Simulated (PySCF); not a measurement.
RbN⁻: energy against distance

Set-up: basis Rb def2-SVPD with ECP28, N def2-SVPD; scalar-relativistic core potentials; PySCF 2.14. Energies in eV from Rb⁻ + N in their ground configurations at the same level. State: ⁴Σ⁻ (quartet), unpaired electrons σ ↑, π ↑↑.

```
R (Å)    B97-3
2.423  -0.3009
2.535  -0.5094
2.648  -0.6276
2.732  -0.6762
2.817  -0.7000
2.901  -0.7064
3.014  -0.6964
3.155  -0.6655
3.324  -0.6160
3.549  -0.5468
```

Q: Put a parabola through the three lowest points of the B97-3 curve and estimate Re, k and ωe (reduced mass 12.02 u; 1 eV/Å² = 0.16022 mdyn/Å; ωe = 1302.8·√(k/μ) cm⁻¹).

A: Through R = 2.817, 2.901, 3.014 Å the second-order coefficient is 0.836 eV/Å², so Re ≈ 2.905 Å, k ≈ 0.268 mdyn/Å and ωe ≈ 194 cm⁻¹. A polynomial fit of higher order to the unrounded B97-3 energies gives Re = 2.898 Å, k = 0.281 mdyn/Å, ωe = 199 cm⁻¹; anharmonicity and rounding make the difference.

The higher-order fit for each curve: B97-3: Re = 2.898 Å, ωe = 199 cm⁻¹, De = 0.71 eV.

Spin–orbit coupling is left out. For an ion De counts to the pair picked by the measured ionisation energies or electron affinities, which need not be the lowest pair at this level. The highest Kohn–Sham level is positive in this anion. Much of that is self-interaction error, but it also means that the finite basis helps to hold the extra electron. The state is the lowest determinant that a PBE0 search found; another state may lie lower at other levels.
